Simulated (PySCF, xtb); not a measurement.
C₄H₃F, SMILES C#C/C=C\F.

Harmonic wavenumbers (cm⁻¹) from GFN2-xTB (xtb) at its own minimum, in rising order: 129, 242, 334, 474, 614, 644, 722, 782, 844, 963, 1061, 1199, 1304, 1674, 2255, 3074, 3087, 3399.

### Question
What does B3LYP-D3(BJ)/def2-SVP (PySCF 2.14.0) give at its own minimum? (The exact figures need the calculation; the answer reports its results.)

### Answer
146, 287, 385, 568, 664, 707, 757, 772, 929, 959, 1107, 1269, 1409, 1720, 2217, 3172, 3209, 3471. Paired by order, the mean absolute difference is 58 cm⁻¹ and the zero-point energies are 32.6 and 34.0 kcal/mol.
